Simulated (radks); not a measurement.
Results of a calculation; reference values are marked as such.
Question: Ionisation of neutral mercury, [Hg], to Hg+, [Xe] 4f14 5d10 6s1, under several functionals. Scalar-relativistic Kohn-Sham, spin-unpolarised, spherical densities, finite nucleus; a radial shooting solver on a logarithmic mesh with Libxc functionals. Known Delta-SCF values: BLYP 10.689 eV. What does exchange-only LDA give, and what is its highest occupied eigenvalue?

Answer: 9.889 eV by Delta-SCF; the 6s eigenvalue is -6.025 eV. NIST: 10.438 eV (measured).

Beside tabulated values, note that spin-unpolarised runs miss the spin-polarisation part of the exchange energy of open shells.
